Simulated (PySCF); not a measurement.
Computed shifts of a molecule C₂H₄FNOSi, PBE/pcSseg-1 in PySCF, GIAO, gas phase, atoms alike by connectivity averaged where their shifts nearly agree, in ppm (number of nuclei): ¹³C: 111.3 (1), -0.4 (1). ²⁹Si: 10.7 (1). ¹⁹F: -173.0 (1). ¹⁵N: 187.0 (1). ¹H: 5.68 (1), 0.73 (3). References: ¹³C against TMS (σ = 182.0 ppm); ²⁹Si against TMS (σ = 335.4 ppm); ¹⁹F against CFCl3 (σ = 133.6 ppm); ¹⁷O against H2O (σ = 334.3 ppm); ¹⁵N against NH3 (σ = 267.0 ppm); ¹H against TMS (σ = 31.49 ppm), references at their B3LYP-D3(BJ)/def2-TZVP geometries, non-relativistic. The structure is a stationary point at PBE0-D3(BJ)/def2-SVP. Other conformers were not sampled.

Q: Pick the molecule that these values belong to.
(A) F[Si@@H]1CN=CO1
(B) N#CC[Si@@H](O)F
(C) C[Si@@H](F)OC#N
(D) O=C/C=N/[SiH2]F

A: C, C[Si@@H](F)OC#N
